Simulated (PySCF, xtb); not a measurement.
H4SSiTe, SMILES [SiH3][Te]S.

GFN2-xTB (xtb 6.7.1) at its own geometry gives an orbital gap of 3.17 eV and a dipole moment of 2.74 D.

Geometry optimised at r2SCAN-D4/def2-SVP. The def2 effective core potentials stand for the cores of Te; spin–orbit coupling is left out. Other conformers were not sampled.

Question: What does PySCF with PBE0/def2-TZVPD give? (Estimate from the structure and the level; the computed values follow.)

Answer: gap 4.51 eV (levels -6.68 and -2.17 eV), dipole 1.18 D.
